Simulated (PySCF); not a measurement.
Compound: C7H9FO2.
Atom-mapped SMILES: `[CH3:1][CH2:2][C:3]1=[C:4]([CH2:5][F:6])[O:7][CH:8]=[CH:9][O:10]1` (hydrogens: H11, H12, H13 on C1; H14, H15 on C2; H16, H17 on C5; H18 on C8; H19 on C9)

Computed geometry: GFN2-xTB, gas phase.

**Question.** List the bond lengths, angles and torsions at this level.

**Answer.** 
```json
{"bond": "C1–C2", "length (pm)": "153.0"}
{"bond": "C2–C3", "length (pm)": "149.6"}
{"bond": "C3=C4", "length (pm)": "133.0"}
{"bond": "C4–C5", "length (pm)": "149.7"}
{"bond": "C5–F6", "length (pm)": "137.8"}
{"bond": "C4–O7", "length (pm)": "140.5"}
{"bond": "O7–C8", "length (pm)": "138.1"}
{"bond": "C8=C9", "length (pm)": "132.0"}
{"bond": "C9–O10", "length (pm)": "138.3"}
{"bond": "C3–O10", "length (pm)": "139.1"}
{"bond": "C1–H11, C1–H12, C1–H13", "length (pm)": "108.7"}
{"bond": "C2–H14, C2–H15", "length (pm)": "109.0"}
{"bond": "C5–H16, C5–H17", "length (pm)": "109.5"}
{"bond": "C8–H18", "length (pm)": "107.5"}
{"bond": "C9–H19", "length (pm)": "107.5"}
```

Bonds in one row agree within 1 pm and their mean is given. A selection of angles:
```json
{"angle": "C2–C1–H11", "degrees": "110.0"}
{"angle": "H11–C1–H12", "degrees": "108.7"}
{"angle": "C1–C2–C3", "degrees": "111.0"}
{"angle": "C1–C2–H14", "degrees": "109.3"}
{"angle": "C3–C2–H14", "degrees": "107.5"}
{"angle": "C3–C2–H15", "degrees": "110.1"}
{"angle": "H14–C2–H15", "degrees": "109.2"}
{"angle": "C2–C3–C4", "degrees": "125.6"}
{"angle": "C2–C3–O10", "degrees": "111.9"}
{"angle": "C4–C3–O10", "degrees": "122.5"}
{"angle": "C3–C4–C5", "degrees": "125.4"}
{"angle": "C3–C4–O7", "degrees": "123.2"}
{"angle": "C5–C4–O7", "degrees": "111.4"}
{"angle": "C4–C5–F6", "degrees": "111.9"}
{"angle": "C4–C5–H16", "degrees": "108.9"}
{"angle": "C4–C5–H17", "degrees": "112.2"}
{"angle": "F6–C5–H16", "degrees": "107.2"}
{"angle": "F6–C5–H17", "degrees": "106.2"}
{"angle": "H16–C5–H17", "degrees": "110.4"}
{"angle": "C4–O7–C8", "degrees": "112.5"}
{"angle": "O7–C8–C9", "degrees": "123.5"}
{"angle": "O7–C8–H18", "degrees": "112.4"}
{"angle": "C9–C8–H18", "degrees": "124.1"}
{"angle": "C8–C9–O10", "degrees": "123.5"}
{"angle": "C8–C9–H19", "degrees": "124.1"}
{"angle": "O10–C9–H19", "degrees": "112.4"}
{"angle": "C3–O10–C9", "degrees": "113.3"}
```

Dihedral angles: C1–C2–C3–C4 96° (anticlinal); C2–C3–C4–C5 1° (synperiplanar); C3–C4–C5–F6 -58° (synclinal); C3–C4–O7–C8 10° (synperiplanar); C4–O7–C8–C9 -10° (synperiplanar); O7–C8–C9–O10 0° (synperiplanar); C8–C9–O10–C3 9° (synperiplanar); C2–C3–O10–C9 169° (antiperiplanar). The mirror-image conformer, all signs reversed, is as good.

The 5 C–C bonds span 1.320 Å (C8=C9, drawn double) to 1.530 Å (C1–C2, drawn single), a spread of 0.210 Å. The 6-membered ring C3–C4–O7–C8–C9–O10 has internal angles of 112.5° to 123.5° (sum 719°, against 720° for a flat polygon); it is slightly puckered (a soft mode that the optimisation may not have finished), 0.05 Å rms from its mean plane, widest ring torsion 10°. Of the pairs four or more bonds apart, C5···H15 is among the closest relative to their van der Waals radii: 2.71 Å, 93 % of the sum of Bondi's values. The C–O distances run from 1.381 Å (O7–C8, drawn single) to 1.405 Å (C4–O7, drawn single), a spread of 0.024 Å. O7 (cyclic ether oxygen) is bent (angle 112.5°).

Point group: C1 (no symmetry element, even within 0.4 Å). Not checked by GFN2-xTB frequencies. One conformer, not necessarily the lowest.
